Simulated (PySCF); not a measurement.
A GIAO shielding run with PySCF 2.14 (density fitting, non-relativistic, gas phase) on `[SiH2](/N=C/C#N)O`, C2H4N2OSi:

```
$ OMP_NUM_THREADS=1 python probes_run.py task.json out

{"job": {"kind": "nmr", "xc": "PBE", "basis": "pcSseg-2", "pop": false}, "charge": 0, "multiplicity": 1}
N      3.588057     0.639885    -0.505124
C      2.514974     0.203945    -0.505377
C      1.183695    -0.373163    -0.517983
N      0.189039     0.260955    -0.067263
Si    -1.463497    -0.353735    -0.058989
O     -2.418740     0.681627    -0.922501
H      1.147037    -1.394371    -0.952816
H     -1.840110    -0.436488     1.379810
H     -1.562748    -1.676613    -0.737638
H     -2.434873     1.603204    -0.646377
```

Hardware: 1 thread of an Arm Neoverse V1, shared host.

(1) How large is the calculation?

(2) How long does it take, and how much memory does it need?

(3) And these other runs on the same molecule and hardware: GIAO shielding at B3LYP/pcSseg-2; GIAO shielding at B97-D/pcSseg-2; GIAO shielding at BLYP/pcSseg-2; GIAO shielding at BP86/pcSseg-2; GIAO shielding at HF/pcSseg-2; GIAO shielding at KT2/pcSseg-2?

## Answers

(1) 52 electrons, 279 basis functions and 775 auxiliary functions.

(2) 56 s of wall time, with 18 SCF cycles; peak memory 0.87 GiB. Times on a shared host scatter by some tens of per cent.

(3) B3LYP/pcSseg-2: 279 functions, 58 s; B97-D/pcSseg-2: 279 functions, 57 s; BLYP/pcSseg-2: 279 functions, 56 s; BP86/pcSseg-2: 279 functions, 54 s; HF/pcSseg-2: 279 functions, 24 s; KT2/pcSseg-2: 279 functions, 59 s.
